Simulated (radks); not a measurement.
The nuclear charge of neutral rhenium is varied continuously with 75 electrons held in [Xe] 4f14 5d5 6s2. All-electron calculation, Dirac Kohn-Sham, PBE, spin-unpolarised, spherical densities, finite nucleus; open shells fill j = l - 1/2 first; Fermi nuclear charge, rms radius 5.3698 fm. Program: a radial shooting solver on a logarithmic mesh with Libxc functionals. By the Hellmann-Feynman theorem dE/dZ = E(electron-nucleus)/Z, the electronic potential at the nucleus (averaged over a nucleus of fixed radius).

| Z | E (hartree) | E(electron-nucleus)/Z (hartree) | HOMO | e(HOMO) (eV) | <r> HOMO (bohr) |
|---|---|---|---|---|---|
| 74.8 | -16603.7617 | -555.124 | 5d5/2 | -3.021 | 2.065 |
| 74.9 | -16659.3326 | -556.292 | 5d5/2 | -3.898 | 2.026 |
| 75 | -16715.0202 | -557.461 | 5d5/2 | -4.808 | 1.990 |
| 75.1 | -16770.8247 | -558.629 | 5d5/2 | -5.751 | 1.956 |
| 75.2 | -16826.7461 | -559.798 | 5d5/2 | -6.724 | 1.925 |
| 75.3 | -16882.7844 | -560.968 | 5d5/2 | -7.726 | 1.897 |
| 75.4 | -16938.9397 | -562.138 | 5d5/2 | -8.757 | 1.869 |
| 75.5 | -16995.2120 | -563.308 | 6s1/2 | -9.738 | 2.884 |
| 75.6 | -17051.6013 | -564.479 | 6s1/2 | -10.571 | 2.848 |
| 75.7 | -17108.1078 | -565.651 | 6s1/2 | -11.422 | 2.813 |
| 75.8 | -17164.7315 | -566.823 | 6s1/2 | -12.290 | 2.779 |
| 75.9 | -17221.4724 | -567.996 | 6s1/2 | -13.176 | 2.747 |
| 76 | -17278.3306 | -569.169 | 6s1/2 | -14.078 | 2.716 |

The central difference of E at Z = 75 is -557.461 hartree, to compare with the third column; the second derivative is -11.7 hartree.
